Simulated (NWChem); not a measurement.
System: C$_{4}$H$_{5}$Cl; SMILES C=C=CCCl

Output (shortened):

```
             Northwest Computational Chemistry Package (NWChem) 7.3.0
             --------------------------------------------------------

                             Geometry "geometry" -> ""
                             -------------------------

 Output coordinates in angstroms (scale by  1.889725989 to convert to a.u.)

  No.       Tag          Charge          X              Y              Z
 ---- ---------------- ---------- -------------- -------------- --------------
    1 C                    6.0000     0.52190100    -2.84080500     0.17421100
    2 C                    6.0000    -0.01424500    -1.70060800    -0.16950800
    3 C                    6.0000    -0.55791600    -0.55568400    -0.50333100
    4 C                    6.0000    -0.70838900     0.58623600     0.45379700
    5 Cl                  17.0000     0.28644300     2.03787100    -0.06547200
    6 H                    1.0000     1.58811300    -3.02447100     0.05555900
    7 H                    1.0000    -0.07472800    -3.65118500     0.58885900
    8 H                    1.0000    -0.92697500    -0.40229800    -1.51689100
    9 H                    1.0000    -1.73737700     0.94962600     0.49370000
   10 H                    1.0000    -0.37178100     0.32175200     1.45600100

 Effective nuclear repulsion energy (a.u.)     183.5796038744

                              NWChem Property Module
                              ----------------------

  itol2e modified to match energy
  convergence criterion.

                                 NWChem DFT Module
                                 -----------------

 Summary of "ao basis" -> "ao basis" (spherical)
 ------------------------------------------------------------------------------
       Tag                 Description            Shells   Functions and Types
 ---------------- ------------------------------  ------  ---------------------
 C                          pcsseg-1                 7       17   3s3p1d
 Cl                         pcsseg-1                10       24   4s5p1d
 H                          pcsseg-1                 3        5   2s1p

  itol2e modified to match energy
  convergence criterion.

[...]

          -----------------------------------------
          Chemical Shielding Tensors (GIAO, in ppm)
          -----------------------------------------

                                NWChem CPHF Module
                                ------------------

  scftype          =     RHF
  nclosed          =       23
  nopen            =        0
  variables        =     2162
  # of vectors     =        3
  tolerance        = 0.10D-03
  level shift      = 0.00D+00
  max iterations   =       50
  max subspace     =       30

 SCF residual:    1.3693202668341344E-004

Iterative solution of linear equations
  No. of variables     2162
  No. of equations        3
  Maximum subspace       30
        Iterations       50
       Convergence  1.0D-04

   iter   nsub   residual    time
   ----  ------  --------  ---------
     1      3    7.84D-01      93.9
     2      6    8.87D-02     102.1
     3      9    8.34D-03     109.0
     4     12    8.93D-04     116.3
     5     15    1.21D-04     123.3
     6     18    1.62D-05     130.7

      Atom:    1  C
        Diamagnetic
    261.9402     -4.0165     -0.8846
     -4.0165    266.9120     -7.2479
     -0.8846     -7.2479    249.7791

        Paramagnetic
   -227.6807    -28.7190     37.3624
    -28.7190   -147.5709     33.3848
     37.3624     33.3848    -96.5501

        Total Shielding Tensor
     34.2595    -32.7356     36.4778
    -32.7356    119.3410     26.1369
     36.4778     26.1369    153.2290

           isotropic =     102.2765
          anisotropy =     101.6639

          Principal Components and Axis System
                 1           2           3
              170.0524    126.6727     10.1045

      1         0.1565     -0.4167      0.8955
      2         0.3708      0.8651      0.3377
      3         0.9154     -0.2792     -0.2899

      Atom:    2  C
        Diamagnetic
    256.4706    -12.1169      3.1301
    -12.1169    281.0245     -6.7722
      3.1301     -6.7722    253.4399

        Paramagnetic
   -320.8045     -7.7004      6.8881
     -7.7004   -300.5511     -4.6885
      6.8881     -4.6885   -306.8219

        Total Shielding Tensor
    -64.3339    -19.8173     10.0182
    -19.8173    -19.5266    -11.4608
     10.0182    -11.4608    -53.3821

           isotropic =     -45.7475
          anisotropy =     -41.6527

          Principal Components and Axis System
                 1           2           3
              -73.5160    -56.1895     -7.5371

      1         0.9143      0.1836     -0.3610
      2         0.2719      0.3823      0.8831
      3        -0.3002      0.9056     -0.2997

      Atom:    3  C
        Diamagnetic
    241.9696     -7.9246      1.8835
     -7.9246    274.7447      7.9039
      1.8835      7.9039    251.7097

        Paramagnetic
   -105.0840     21.6297    -35.0919
     21.6297   -162.0999    -40.4239
    -35.0919    -40.4239   -236.6225

        Total Shielding Tensor
    136.8856     13.7051    -33.2084
     13.7051    112.6448    -32.5200
    -33.2084    -32.5200     15.0872

           isotropic =      88.2059
          anisotropy =     103.1584

          Principal Components and Axis System
                 1           2           3
              156.9781    108.2037     -0.5643

      1         0.8252     -0.5266      0.2042
      2         0.4770      0.8434      0.2474
      3        -0.3025     -0.1067      0.9472

      Atom:    4  C
        Diamagnetic
    239.7983      5.6507     -2.0518
      5.6507    257.7377      3.9359
     -2.0518      3.9359    241.9649

[...]
```

Level: BHandHLYP/pcSseg-1, GIAO. Geometry: optimised at B3LYP/6-31G* (spherical d). NWChem prints the field gradient with the sign opposite to the second derivative of the potential. The printed shielding anisotropy is the first printed principal value minus the mean of the other two.

Q: Which NWChem input produces such a log?

A: This is not unique; one that fits is the input that was run:
```
start job
memory heap 200 mb stack 900 mb global 1100 mb
geometry units angstroms noautosym nocenter noautoz
  C      0.521901    -2.840805     0.174211
  C     -0.014245    -1.700608    -0.169508
  C     -0.557916    -0.555684    -0.503331
  C     -0.708389     0.586236     0.453797
  Cl     0.286443     2.037871    -0.065472
  H      1.588113    -3.024471     0.055559
  H     -0.074728    -3.651185     0.588859
  H     -0.926975    -0.402298    -1.516891
  H     -1.737377     0.949626     0.493700
  H     -0.371781     0.321752     1.456001
end
basis spherical
  C library pcsseg-1
  Cl library pcsseg-1
  H library pcsseg-1
end
dft
  xc bhlyp
  iterations 150
end
property
  shielding
  efieldgrad
end
task dft property
```
